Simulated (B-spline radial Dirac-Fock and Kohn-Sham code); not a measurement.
# Electron momentum distribution of Cs²⁵⁺: Compton profiles

System: cesium as Cs²⁵⁺, configuration [Ar] 3d10 4s2.

Method: the impulse approximation on Dirac-Fock densities. Computed with a radial atomic solver. pz is in atomic units of momentum; subshell profiles are per electron, for a selection of subshells; open shells are spread over both j values by their weights.

| pz | J total | J 3p1/2 | J 3d5/2 | J 4s1/2 |
| --- | --- | --- | --- | --- |
| 0 | 1.857 | 0.0694 | 0.0480 | 0.213 |
| 0.2 | 1.852 | 0.0694 | 0.0480 | 0.211 |
| 0.3 | 1.846 | 0.0694 | 0.0480 | 0.208 |
| 0.4 | 1.838 | 0.0694 | 0.0480 | 0.204 |
| 0.5 | 1.827 | 0.0694 | 0.0480 | 0.200 |
| 0.6 | 1.814 | 0.0694 | 0.0480 | 0.194 |
| 0.8 | 1.784 | 0.0694 | 0.0480 | 0.181 |
| 1 | 1.747 | 0.0694 | 0.0480 | 0.166 |
| 1.2 | 1.706 | 0.0693 | 0.0480 | 0.149 |
| 1.4 | 1.662 | 0.0692 | 0.0480 | 0.131 |
| 1.6 | 1.617 | 0.0690 | 0.0480 | 0.114 |
| 1.8 | 1.572 | 0.0687 | 0.0480 | 0.0968 |
| 2 | 1.530 | 0.0684 | 0.0480 | 0.0814 |
| 2.5 | 1.434 | 0.0671 | 0.0479 | 0.0515 |
| 3 | 1.356 | 0.0650 | 0.0478 | 0.0344 |
| 4 | 1.233 | 0.0583 | 0.0469 | 0.0258 |
| 5 | 1.107 | 0.0488 | 0.0449 | 0.0248 |
| 7 | 0.8184 | 0.0276 | 0.0373 | 0.0114 |
| 10 | 0.4883 | 0.00796 | 0.0221 | 0.00258 |
| 15 | 0.2262 | 0.00244 | 0.00655 | 0.00175 |
| 20 | 0.1175 | 0.00224 | 0.00177 | 0.000469 |
| 30 | 0.04097 | 0.000888 | 0.000155 | 7.29e-05 |
| 40 | 0.01812 | 0.000270 | 1.93e-05 | 6.48e-05 |
| 60 | 0.005040 | 3.20e-05 | < 1e-6 | 2.40e-05 |
| 100 | 0.0007285 | 1.56e-06 | < 1e-6 | 3.05e-06 |

J(0) = 1.857. The 4s1/2 subshell gives the largest part, 23 %.

Mean momentum ⟨p⟩ by subshell (a.u.): 1s1/2 51.5, 2s1/2 18.3, 2p1/2 24.4, 2p3/2 23.0, 3s1/2 9.17, 3p1/2 10.9, 3p3/2 10.5, 3d3/2 12.5, 3d5/2 12.4, 4s1/2 5.34.
